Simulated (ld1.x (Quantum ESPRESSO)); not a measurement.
ruthenium (Ru): excitation energies, all-electron against TM

| Item | Value |
| --- | --- |
| Element | ruthenium (Ru) |
| Generator | ld1.x (Quantum ESPRESSO) 7.5 |
| Type | norm-conserving Troullier–Martins (Kleinman–Bylander form) |
| Functional | PW91 |
| Relativity | scalar-relativistic |
| Frozen core | [Kr] |
| Valence charge | 8 |
| Reference configuration | 4d7 5s1 5p0 |
| Partial waves | 5s (bound): rc 2.70 bohr; 5p (bound, empty): rc 4.15 bohr; 4d (bound): rc 1.25 bohr |
| Local potential | all-electron potential smoothed inside 4.00 bohr (lloc = -1) |
| Core correction | none |

Energies are relative to the spin-unpolarised reference configuration 4d7 5s1 5p0; without spin polarisation the order of configurations can differ from experiment.

```csv
valence configuration,charge,ΔE all-electron (eV),error AE − PS (meV)
4d7 5s0 5p0,+1,7.353,+1.0
4d5 5s0 5p0,+3,56.304,-483
4d7 5s0 5p1,0,3.494,+2.9
4d7 5s0.5 5p0,+0.5,2.892,-1.0
4d8 5s0 5p0,0,-0.334,-81
```

(1) What are ΔE and the potential's error for 4d6 5s0 5p0?

(2) What are ΔE and the potential's error for 4d6 5s1 5p0?

Answers

(1) ΔE = 25.608 eV all-electron; the error (AE − PS) is -85 meV.

(2) ΔE = 10.172 eV all-electron; the error (AE − PS) is -109 meV.

ld1.x printed “convergence not achieved” for 2 of the counted tests; their residual had stalled under 1e-8, short of the target of 1e-14.
